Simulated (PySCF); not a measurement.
C₇H₇FSi (triplet state).
Geometry (PBE0-D3(BJ)/def2-SVP, Å), atoms numbered from 1 in this order:
```
atom  x, y, z in Å
F1    -3.744   -0.064    1.182
C2    -2.500   -0.071    0.713
C3    -1.462    0.375    1.530
C4    -0.166    0.368    1.042
C5     0.123   -0.085   -0.279
C6     1.429   -0.092   -0.774
Si7    3.226    0.178   -0.693
C8    -0.971   -0.530   -1.076
C9    -2.266   -0.523   -0.585
H10   -1.689    0.720    2.540
H11    0.654    0.715    1.674
H12    3.699    0.861   -1.936
H13    3.950   -1.125   -0.566
H14    3.585    1.033    0.486
H15   -0.775   -0.881   -2.091
H16   -3.108   -0.862   -1.190
```

The hyperfine couplings belong to this conformer and change with its torsions.

The species is `Fc1ccc([C][SiH3])cc1` [triplet].

Computed with PySCF, UKS B3LYP, IGLO-III on C F Si, pcH-1 on H, non-relativistic, mean-field spin-orbit, GIAO. Geometry: PBE0-D3(BJ)/def2-SVP, one conformer, isolated molecule. This triplet need not be the ground state; the singlet was not compared here. No stability test was run, so a lower SCF solution isn't excluded.

**Question.** Give the principal g shifts and their parts.

**Answer.** 
```csv
Δg (ppm),1,2,3
relativistic mass correction,-146,-146,-146
gauge correction,25,7,20
orbital Zeeman/spin–orbit,180,282,497
total,58,143,371
```

So g = 2.00238, 2.00246, 2.00269 and g_iso = 2.00251; the tensor is rhombic: the two nearest values differ by 27 % of g3 − g1. 

**Question.** What are the electron Larmor frequencies g μB B/h along the three axes at 350 mT?

**Answer.** 9.8090, 9.8094, 9.8105 GHz for g1, g2 and g3, a range of 1.5 MHz.

**Question.** Average each term over the three axes. Which is largest in size?

**Answer.** The orbital-Zeeman/spin–orbit term 320, the mass correction -146 and the gauge correction 17 ppm, for a total of 191 ppm. The orbital-Zeeman/spin–orbit term is the largest in size. The mass correction is the same along every axis, so the anisotropy comes from the other two: their spans along these axes are 17 (gauge) and 317 ppm (orbital Zeeman/spin–orbit).

Largest spin populations (Mulliken): C6 (+1.60), C8 (+0.26), C4 (+0.26) and C2 (+0.24). Four atoms exceed +0.15. The positive populations add up to 2.51 and the negative ones to -0.51, together 2S = 2.

The HOMO–LUMO gaps are 4.45 eV among the α and 4.77 eV among the β orbitals.

On one thread of an Arm Neoverse V2 (shared host), this took 4.3 min.
